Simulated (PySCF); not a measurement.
HNP, SMILES [NH+]#P, charge +1.

Coordinates come from a ωB97X-D3(BJ)/def2-TZVPD optimisation. The isomer is the one that the SMILES or the coordinates give; other isomers of the formula were not compared.

Two levels are set side by side: TDA-PBE/def2-TZVPD (PySCF) and EOM-CCSD/aug-cc-pVDZ (PySCF). Vertical, same geometry; the bases differ. Differences are taken from unrounded values.

```json
[
 {"quantity": "lowest singlet excitation (eV)", "EOM-CCSD": "6.21"},
 {"quantity": "lowest triplet excitation (TDA for PBE) (eV)", "EOM-CCSD": "4.57"}
]
```

Problem. What does TDA-PBE give, and how far is it from EOM-CCSD? (Estimate from the structure and the level; the computed values follow.)

Solution. 
```
quantity                                      TDA-PBE  TDA-PBE minus EOM-CCSD
--------------------------------------------  -------  ----------------------
lowest singlet excitation (eV)                   5.75                   -0.46
lowest triplet excitation (TDA for PBE) (eV)     4.50                   -0.06
```

Functionals without exact exchange tend to place singlet excitations lower, as here. Differences between two approximate levels are no errors against the true value.

Rough cost on one machine, each run with all the roots and properties that it gave: EOM-CCSD against TDA-PBE about 2 times.
